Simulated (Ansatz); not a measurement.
A geometry optimisation of CH7AlSn with B3LYP-D3(BJ)/def2-SVP

The starting geometry of this gas-phase singlet was optimised with GFN2-xTB.

| atom | x (Å) | y (Å) | z (Å) |
| --- | --- | --- | --- |
| C | -0.2874 | -1.7829 | 2.6205 |
| Al | 2.2550 | -1.8494 | -0.9879 |
| Sn | 0.8628 | -0.5658 | 1.1440 |
| H | -0.2850 | -2.8364 | 2.3360 |
| H | -1.3265 | -1.4572 | 2.6939 |
| H | 0.1481 | -1.7051 | 3.6182 |
| H | 0.5603 | 1.0323 | 1.9883 |
| H | 2.7837 | -0.5969 | -1.7728 |
| H | 3.2076 | -2.5925 | 0.0252 |
| H | 0.9437 | -2.5770 | -1.4728 |

Problem. Where would you expect an optimisation with B3LYP-D3(BJ)/def2-SVP to take it?

Solution. A new bond forms, giving a structure with H9 bridging Al2 and Sn3, given below by its coordinates. Distances that change by over a tenth: Al2–H9 (1.58 → 1.74 Å). Contacts that close: Sn3–H9 (3.30 → 2.09 Å).

The energy falls by 0.40 eV over 26 steps:

```
step  E − E(last) (eV)
   1             0.398
   4             0.321
   7             0.311
   9             0.247
  12             0.059
  15             0.003
  18             0.001
  20             0.000
  23             0.000
  26             0.000
```

Final geometry (Å):

```yaml
atoms:
  - { symbol: C, position_ang: [-0.2765, -1.8555, 2.5511] }
  - { symbol: Al, position_ang: [1.9400, -1.6490, -1.0173] }
  - { symbol: Sn, position_ang: [0.5701, -0.5927, 0.9699] }
  - { symbol: H, position_ang: [-0.5322, -2.8459, 2.1501] }
  - { symbol: H, position_ang: [-1.1914, -1.3743, 2.9301] }
  - { symbol: H, position_ang: [0.4394, -1.9573, 3.3788] }
  - { symbol: H, position_ang: [1.3207, 0.6963, 1.8828] }
  - { symbol: H, position_ang: [2.8341, -0.6363, -1.8329] }
  - { symbol: H, position_ang: [2.3460, -1.6561, 0.6696] }
  - { symbol: H, position_ang: [1.4122, -3.0602, -1.4897] }
```

No frequencies were run, so the end isn't proven a minimum. Atoms past krypton carry core potentials, without spin–orbit terms. Run with Ansatz 0.2.0, 77 s on 2 threads of Intel(R) Xeon(R) Processor @ 2.70GHz, on a shared host.
